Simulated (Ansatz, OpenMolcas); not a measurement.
A small benchmark: atomisation enthalpy at 298 K

10 molecules without hydrogen; the atomisation enthalpy at 298 K in kJ/mol, computed less measured. Shapes, held fixed at every level: PBE0-D4/def2-TZVP. Thermal terms are harmonic and unscaled (PBE0-D4/def2-TZVP); the spin-orbit lowering of the free atoms is taken from their spectra. Programs: Ansatz 0.2.0, OpenMolcas 26.06. Measured values: Active Thermochemical Tables, NIST-JANAF tables.

Levels: A = B3LYP/6-31G* (Cartesian functions); B = MP2/def2-TZVPP; C = CCSD(T)/def2-TZVPP.

```json
{"molecule": "N2 (nitrogen)", "from tabulated heats": "945", "A": "-26", "B": "+1", "C": "-50"}
{"molecule": "BOF (SMILES O=BF)", "from tabulated heats": "1501", "A": "-26", "B": "+29", "C": "-73"}
{"molecule": "OCS (carbonyl sulfide)", "from tabulated heats": "1381", "A": "-27", "B": "+43", "C": "-51"}
{"molecule": "NOF (nitrosyl fluoride)", "from tabulated heats": "867", "A": "+14", "B": "+35", "C": "-38"}
{"molecule": "BBrCl2 (bromodichloroborane)", "from tabulated heats": "1262", "A": "-46", "B": "+42", "C": "-43"}
{"molecule": "SO3 (sulfur trioxide)", "from tabulated heats": "1420", "A": "-215", "B": "+49", "C": "-102"}
{"molecule": "C3O2 (SMILES O=C=C=C=O)", "from tabulated heats": "2745", "A": "-7", "B": "+80", "C": "-111"}
{"molecule": "CBrCl2F (SMILES FC(Cl)(Cl)Br)", "from tabulated heats": "1391", "A": "-78", "B": "+30", "C": "-75"}
{"molecule": "SiCl4 (SMILES Cl[Si](Cl)(Cl)Cl)", "from tabulated heats": "1598", "A": "-163", "B": "+25", "C": "-74"}
{"molecule": "C2F3N (cyanotrifluoromethane)", "from tabulated heats": "2640", "A": "+1", "B": "+66", "C": "-96"}
```

Task: Which level does best on this set, which worst, and which err to one side?

Result: 
| level | kind | mean error | mean absolute error | worst case |
| --- | --- | --- | --- | --- |
| B3LYP/6-31G* (Cartesian functions) | global hybrid | -57.3 | 60.3 | SO3 |
| MP2/def2-TZVPP | perturbation theory | +40.0 | 40.0 | C3O2 |
| CCSD(T)/def2-TZVPP | coupled cluster or CI | -71.3 | 71.3 | C3O2 |

On this set MP2/def2-TZVPP has the smallest mean absolute error and CCSD(T)/def2-TZVPP the largest. B3LYP/6-31G* (Cartesian functions) is too low in 8 of 10; MP2/def2-TZVPP is too high in 10 of 10; CCSD(T)/def2-TZVPP is too low in 10 of 10. The heats of C2F3N (cyanotrifluoromethane) come from older tables and can be uncertain by 10 kJ/mol or more. Heats of the atoms come from ATcT where it has them, that of boron, 570 kJ/mol, from recent work. The levels differ in basis as well as in method. The tabulated values of BOF, NOF, BBrCl2 are in doubt (older tables, estimates, or at odds with other calculations) and kept here. Over the 7 molecules whose values aren't doubted the mean absolute errors are A 73.9; B 42.0; C 79.9. For CCSD(T)/def2-TZVPP the error tends to grow with the atomisation enthalpy. Correlated wave functions converge slowly with the basis. Relativity is left out for Br. Outer-core shells of Br are correlated, in sets that cover them unevenly. The set is small.
